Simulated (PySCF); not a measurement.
Species: C3H5BN2Si.
Atom-mapped SMILES: `[N:1]#[C:2][B:3]([C:4]#[N:5])[CH2:6][SiH3:7]` (hydrogens: H8, H9 on C6; H10, H11, H12 on Si7)

Method: PySCF, PBE0-D3(BJ)/def2-SVP geometry optimisation, gas phase; density fitting, grid level 1; the optimiser is geomeTRIC in internal coordinates, started from a GFN2-xTB structure with every atom displaced at random (about 0.01 Å).

Step 0: E = -14706.3843 eV
```
atom  x, y, z in Å  |  force x, y, z in eV/Å
N1      1.1841    0.3963   -2.9819    0.298   0.499  -2.633
C2      1.0529    0.1901   -1.8681   -0.231  -0.346   1.865
B3      0.8697   -0.1195   -0.3954    0.558   0.018   0.966
C4      1.9873    0.3881    0.5757   -4.822  -2.213  -4.458
N5      2.7404    0.7508    1.3146    4.392   2.084   4.229
C6     -0.3678   -0.8381    0.1265    0.259   0.141   0.685
Si7    -1.6804    0.5177    0.5094    0.274  -0.702  -0.018
H8     -0.8054   -1.5074   -0.6021   -0.404  -0.285  -0.506
H9     -0.2163   -1.3801    1.0804    0.026   0.231  -0.132
H10    -1.9957    1.2476   -0.7110   -0.144   0.361  -0.537
H11    -1.1826    1.4197    1.5441    0.231   0.375   0.383
H12    -2.8550   -0.2116    0.9992   -0.438  -0.162   0.156
```

Step 1: E = -14706.6011 eV
```
atom  x, y, z in Å  |  force x, y, z in eV/Å
N1      1.2178    0.3681   -3.0336   -0.016  -0.008   0.116
C2      1.0911    0.1727   -1.8959    0.047  -0.014  -0.079
B3      0.8937   -0.1228   -0.3941   -0.220   0.057  -0.117
C4      1.9479    0.4064    0.5875    0.853   0.280   0.680
N5      2.7523    0.7675    1.3535   -0.660  -0.251  -0.595
C6     -0.3628   -0.8330    0.1166   -0.145  -0.125  -0.132
Si7    -1.6923    0.4898    0.5275    0.100   0.075  -0.015
H8     -0.8331   -1.4895   -0.6365    0.060   0.054   0.076
H9     -0.1988   -1.3701    1.0620   -0.003  -0.019   0.057
H10    -2.0339    1.2574   -0.7055    0.005  -0.017   0.017
H11    -1.1478    1.4150    1.5632   -0.032  -0.001  -0.006
H12    -2.9028   -0.2080    1.0469    0.012  -0.031  -0.002
```

Step 2: E = -14706.6077 eV
```
atom  x, y, z in Å  |  force x, y, z in eV/Å
N1      1.2280    0.3710   -3.0275    0.003   0.007   0.010
C2      1.0937    0.1750   -1.8916   -0.021  -0.014  -0.015
B3      0.8851   -0.1179   -0.3920   -0.015   0.017   0.011
C4      1.9597    0.4049    0.5830    0.166   0.016   0.146
N5      2.7663    0.7642    1.3384   -0.163  -0.040  -0.138
C6     -0.3696   -0.8338    0.1184    0.010  -0.037  -0.015
Si7    -1.6932    0.4919    0.5274    0.019   0.032  -0.002
H8     -0.8364   -1.4895   -0.6330    0.009   0.009   0.006
H9     -0.2068   -1.3703    1.0664    0.000   0.015  -0.002
H10    -2.0357    1.2555   -0.7061    0.000   0.001   0.000
H11    -1.1607    1.4199    1.5655   -0.008   0.001  -0.002
H12    -2.8991   -0.2173    1.0426   -0.001  -0.007   0.001
```

Question: Estimate the geometry and energy of step 3. (The exact step hangs on the optimiser's Hessian estimate; all steps are aligned on step 2, rigid shifts and turns removed.)

Answer: E = -14706.6083 eV, largest force 0.076 eV/Å
```
atom  x, y, z in Å  |  force x, y, z in eV/Å
N1      1.2154    0.3773   -3.0265    0.001   0.006  -0.007
C2      1.0864    0.1754   -1.8912    0.004  -0.007   0.006
B3      0.8856   -0.1218   -0.3914   -0.003   0.029   0.018
C4      1.9582    0.4014    0.5867   -0.019  -0.054  -0.051
N5      2.7578    0.7671    1.3433    0.018   0.032   0.032
C6     -0.3676   -0.8377    0.1187    0.017  -0.029   0.010
Si7    -1.6869    0.4937    0.5246   -0.007   0.012  -0.003
H8     -0.8343   -1.4931   -0.6319   -0.010  -0.002  -0.004
H9     -0.2058   -1.3718    1.0681   -0.004   0.009   0.000
H10    -2.0273    1.2556   -0.7104    0.001   0.002  -0.002
H11    -1.1569    1.4230    1.5625    0.002   0.000   0.000
H12    -2.8935   -0.2155    1.0391   -0.001   0.002   0.000
```

The energy changes by -0.0006 eV. The first-order estimate −F·Δx gives -0.0012 eV and the mean of the old and new forces, exact on a quadratic surface, -0.0007 eV. The step makes an angle of 82° with the force vector and moves no atom by more than 0.014 Å.

What follows is the cost of the whole optimisation. The run took 42 s of wall time on one thread, AMD EPYC 7R43 (x86_64), shared host with 256 logical CPUs at a one-minute load of 98, and the process peaked at 0.49 GiB of memory.
